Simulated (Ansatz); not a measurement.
```yaml
crystal:
  periodic: [false, false, false]
  atoms:
    - {symbol: O, position_ang: [1.083962, 1.622554, -0.336570]}
    - {symbol: B, position_ang: [1.518503, 0.371556, -0.220833]}
    - {symbol: S, position_ang: [0.494575, -1.049036, -0.831456]}
    - {symbol: S, position_ang: [-1.238622, -0.054898, -1.458055]}
    - {symbol: Ga, position_ang: [-1.453078, -0.773090, 0.710938]}
    - {symbol: H, position_ang: [0.193410, 1.645075, -0.742897]}
    - {symbol: H, position_ang: [2.578512, 0.098294, 0.250065]}
    - {symbol: H, position_ang: [-2.117292, -2.168051, 0.869617]}
    - {symbol: H, position_ang: [-1.059970, 0.307596, 1.759181]}
basis:
  gaussian: {orbitals: "6-31G*"}
total_charge: 4
hamiltonian: {xc: {name: PBE0}, dispersion: d4}
output: {forces: true}
```

```sh
$ ansatz run in.yaml --threads 4 --pin off --events-out ev --progress --plain --max-ram 10444MiB
```

Output, abridged:

```
Functional definition: PBE0
1039 factors; integrals over basis functions are off by at most 8.9e-4 eV
mean field evaluation 1: about -76678.1980 eV, gradient 1.3e2 eV
mean field evaluation 2: about -76126.3390 eV, gradient 3.2e2 eV
mean field evaluation 4: about -76614.0046 eV, gradient 1.9e2 eV
mean field evaluation 8: about -76735.8695 eV, gradient 2.1e1 eV
mean field evaluation 16: about -76738.1193 eV, gradient 2.9e-1 eV
mean field evaluation 32: about -76738.1206 eV, gradient 2.0e-4 eV
mean field -76738.12063760 eV, -2820.0739184654 hartree, gradient 2.1e-5 eV, S^2 0.000000; 4 other end points of the search recorded, 0 dependent functions left out
reference -76738.12068640 eV, -2820.0739202589 hartree; 38, 38 occupied and 73, 73 virtual orbitals, 1039 factors
Total energy: -76738.30739003 eV, -2820.0807814908 hartree
Atom 0 at     1.083962     1.622554    -0.336570 Å, force    -0.601301    -3.298484     0.822290 eV/Å
Atom 1 at     1.518503     0.371556    -0.220833 Å, force     1.286831     5.476571    -0.778449 eV/Å
Atom 2 at     0.494575    -1.049036    -0.831456 Å, force    -0.572073    -1.093638    -1.980559 eV/Å
Atom 3 at    -1.238622    -0.054898    -1.458055 Å, force     0.064631    -1.761279    -1.032643 eV/Å
Atom 4 at    -1.453078    -0.773090     0.710938 Å, force    -1.602551     0.440798     0.681535 eV/Å
Atom 5 at     0.193410     1.645075    -0.742897 Å, force     0.843840     2.727342    -0.806938 eV/Å
Atom 6 at     2.578512     0.098294     0.250065 Å, force     1.794324    -1.250892     0.871482 eV/Å
Atom 7 at    -2.117292    -2.168051     0.869617 Å, force    -1.696860    -2.243640     0.374938 eV/Å
Atom 8 at    -1.059970     0.307596     1.759181 Å, force     0.483159     1.003221     1.848343 eV/Å
Dipole moment:     0.400637    -0.099001    -0.031991 e Å
```

What is wrong with this run?

The charge is far from anything that the molecule holds. Self-consistency was reached. The result belongs to that input, not to the molecule as meant.
